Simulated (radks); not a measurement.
Results of a calculation; reference values are marked as such.
Charge is removed step by step from the 5s1/2 level of the xenon ion Xe+, starting from [Kr] 4d10 5s2 5p5. Code: a radial shooting solver on a logarithmic mesh with Libxc functionals. Model: Dirac Kohn-Sham, PBEsol, spin-unpolarised, spherical densities, finite nucleus; open shells are shared between the two j in proportion to 2j + 1; Fermi nuclear charge, rms radius 4.7859 fm.

| removed (e) | E - E(0) (eV) | eigenvalue (eV) | E minus straight line (eV) |
|---|---|---|---|
| 0 | 0.000 | -29.096 | 0.000 |
| 0.25 | 7.607 | -31.766 | -1.023 |
| 0.5 | 15.887 | -34.486 | -1.372 |
| 0.75 | 24.854 | -37.255 | -1.035 |
| 1 | 34.518 | -40.068 | 0.000 |

Removing the whole electron costs 34.518 eV by Delta-SCF, against 29.096 eV from minus the eigenvalue at the starting occupation. Slater's transition state (half an electron removed) gives 34.486 eV. Integrating minus the eigenvalue over the occupation (Janak's theorem) gives 34.518 eV. The mean slope of the eigenvalue, de/dn, is 11.0 eV per electron.
